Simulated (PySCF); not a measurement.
A species of formula C5H7ClF2O has this rotational fingerprint, computed with PBE0/pcSseg-1 in PySCF (dipole) on a GFN2-xTB geometry, gas phase:

| Property | Result |
| --- | --- |
| Rotational constants | A = 3412, B = 661.2, C = 597.5 MHz |
| Dipole components | \|μa\| = 0.29 D, \|μb\| = 0.24 D, \|μc\| = 0.06 D |
| Inertial defect | -66.72 u·Å² |
| κ | -0.95 |

Problem. Which structure is it? (One computed conformer of each.)
A. `[F:1][CH2:2][O:3][C@@H:4]1[CH2:5][C@@H:6]([Cl:7])[C@@H:8]1[F:9]` with F1–C2–O3–C4 69°, C2–O3–C4–C5 -178°, O3–C4–C5–C6 -104°, C4–C5–C6–Cl7 -131°, C5–C6–C8–F9 130°, O3–C4–C8–C6 100°
B. `[CH3:1][CH2:2][C@@H:3]([F:4])[C@H:5]([F:6])[C:7](=[O:8])[Cl:9]` with C1–C2–C3–F4 68°, C2–C3–C5–F6 74°, C3–C5–C7–O8 -78°
C. `[F:1][CH2:2][C@@H:3]1[O:4][C@@H:5]([F:6])[C@H:7]1[CH2:8][Cl:9]` with F1–C2–C3–O4 64°, C5–C7–C8–Cl9 164°
D. `[CH2:1]=[CH:2][C@@H:3]([O:4][CH2:5][F:6])[C@H:7]([F:8])[Cl:9]` with C1–C2–C3–O4 126°, C2–C3–O4–C5 -145°, C3–O4–C5–F6 69°, C2–C3–C7–F8 174°

Solution. A. It is FCO[C@@H]1C[C@@H](Cl)[C@@H]1F, a near-prolate asymmetric top, point group C1. The candidates at the same level (rigid rotor, commonest isotopes):

```json
{"SMILES": "FC[C@@H]1O[C@@H](F)[C@H]1CCl", "A (MHz)": "1487", "B (MHz)": "1116", "C (MHz)": "713.7", "μa (D)": "0.56", "μb (D)": "0.45", "μc (D)": "0.07", "Δ (u·Å²)": "-84.62", "point group": "C1", "rotor": "asymmetric top"}
{"SMILES": "C=C[C@@H](OCF)[C@H](F)Cl", "A (MHz)": "1806", "B (MHz)": "937.1", "C (MHz)": "689.9", "μa (D)": "0.05", "μb (D)": "0.29", "μc (D)": "1.09", "Δ (u·Å²)": "-86.69", "point group": "C1", "rotor": "asymmetric top"}
{"SMILES": "FCO[C@@H]1C[C@@H](Cl)[C@@H]1F", "A (MHz)": "3412", "B (MHz)": "661.2", "C (MHz)": "597.5", "μa (D)": "0.29", "μb (D)": "0.24", "μc (D)": "0.06", "Δ (u·Å²)": "-66.72", "point group": "C1", "rotor": "near-prolate asymmetric top"}
{"SMILES": "CC[C@@H](F)[C@H](F)C(=O)Cl", "A (MHz)": "1837", "B (MHz)": "921.3", "C (MHz)": "863.6", "μa (D)": "1.63", "μb (D)": "1.22", "μc (D)": "1.33", "Δ (u·Å²)": "-238.43", "point group": "C1", "rotor": "asymmetric top"}
```

`FC[C@@H]1O[C@@H](F)[C@H]1CCl` has B 69 % too high; `CC[C@@H](F)[C@H](F)C(=O)Cl` has A 46 % too low; `C=C[C@@H](OCF)[C@H](F)Cl` has A 47 % too low. No structure here is proved a minimum.
